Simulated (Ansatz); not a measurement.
An elementary step

Start structure (Ge4H10ClF, singlet), relaxed at PBE0-D4/def2-TZVP:

| atom | x (Å) | y (Å) | z (Å) |
| --- | --- | --- | --- |
| Ge1 | -0.5913 | 0.0720 | -0.4387 |
| Ge2 | 0.5158 | 2.2003 | -0.0221 |
| Ge3 | 0.6848 | -1.4714 | -1.8151 |
| Ge4 | -1.7064 | -0.8678 | 1.5050 |
| Cl5 | -2.2402 | 0.7098 | -1.7444 |
| H6 | 2.0725 | 0.3953 | 1.4139 |
| F7 | 1.9697 | -0.5243 | 1.4894 |
| H8 | -0.4337 | 3.1778 | 0.6837 |
| H9 | 1.0302 | 2.8107 | -1.3328 |
| H10 | 1.7533 | 2.0358 | 0.9069 |
| H11 | 1.8448 | -2.0810 | -1.0186 |
| H12 | -0.2679 | -2.5775 | -2.2919 |
| H13 | 1.2279 | -0.7038 | -3.0301 |
| H14 | -2.5856 | 0.2241 | 2.1340 |
| H15 | -2.5924 | -2.0295 | 1.0315 |
| H16 | -0.6814 | -1.3705 | 2.5293 |

The step: Ge₄H₉Cl ([Cl][Ge]([GeH3])([GeH3])[GeH3]) + HF → Ge₄H₈ClF ([F][Ge]([GeH3])([GeH3])[GeH2][Cl]) + H₂; bonds formed: Ge1–F7, Ge2–Cl5, H6–H10; bonds broken: Ge1–Cl5, Ge2–H10, H6–F7. Computed with Ansatz 0.2.0 (basis: def2-TZVPP and def2-QZVPP); correlated methods freeze the cores. Filled d shells of the heavier atoms are correlated. The def2 sets are not built for correlating such inner shells, so the correlated values are less sure here. Extrapolation: Hartree–Fock as exp(−7.88 √X), correlation as X^−2.97. Energies below are by CCSD(T) at an estimated basis limit (MP2 extrapolated from triple and quadruple zeta, plus CCSD(T) − MP2 in triple zeta).

Task: What are the electronic barrier and the energy of the step, from the start structure to the end structure? (An estimate is asked for; the value comes from the calculation.)

Result: By the calculation: Barrier 1.639 eV; step energy -0.134 eV (downhill); reverse barrier, their difference, 1.773 eV. Barrier and step energy count from the start structure, the reverse barrier from the end structure.

The saddle point: One imaginary mode of 852i cm⁻¹.
```csv
pair,start (Å),saddle (Å),end (Å)
Ge1–F7,3.26,2.06,1.77
Ge2–Cl5,3.58,2.67,2.18
H6–H10,1.75,0.96,0.75
Ge1–Cl5,2.20,2.55,3.55
Ge2–H10,1.56,1.86,3.22
H6–F7,0.93,1.26,2.48
```

Zero-point energy (harmonic, PBE0-D4): ZPE is 2.259 eV at the start and 2.185 eV at the saddle, so the barrier goes from 1.639 to 1.564 eV.

T1 diagnostic: at most 0.013.

Labels in which every atom is bracketed show which atoms are joined, not bond orders.

For scale, one of the runs: CCSD(T)/def2-TZVPP, 405 basis functions, launched by `ansatz run in.yaml --threads 4 --pin off --events-out ev --progress --plain --max-ram 41984MiB --backend cuda --devices 0, --max-vram 37GiB`. Time: 32 s of wall clock on 4 CPU threads of an AMD EPYC 7R13 and a share of one NVIDIA H100; the host was shared. Peak host memory: 1.9 GiB.
